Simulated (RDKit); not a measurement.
Input file for RDKit: UFF on CH5BBrN (SMILES CB(N)Br), a point of a torsion scan.

```python
from rdkit import Chem
from rdkit.Chem import AllChem, rdDetermineBonds

blocks = [
'''9

C    -1.14211718    0.14746195   -0.32835237
B     0.17227593   -0.12999012    0.50804444
N     0.16230670   -0.89491127    1.65927285
Br    1.85175557    0.57559833   -0.04825153
H    -1.38409710   -0.71080686   -0.95667738
H    -1.04872439    1.00677999   -0.98926516
H    -2.00735033    0.31306751    0.31201764
H     0.98644374   -1.09700972    2.20294546
H    -0.66859864   -1.31343067    2.04163524
''',
]
mol = None
for b in blocks:
    f = Chem.MolFromXYZBlock(b)
    rdDetermineBonds.DetermineBonds(f, charge=0)
    mol = f if mol is None else Chem.CombineMols(mol, f)
Chem.SanitizeMol(mol)
print(Chem.MolToSmiles(Chem.RemoveHs(mol)))
ff = AllChem.UFFGetMoleculeForceField(mol, vdwThresh=100.0, ignoreInterfragInteractions=False)
e = ff.CalcEnergy()
print(f'UFF energy {e:.6f} kcal/mol')
```

Output:

```
CB(N)Br
UFF energy 22.861897 kcal/mol
```

The run finished.

Cost: roughly 0.010 core-seconds.
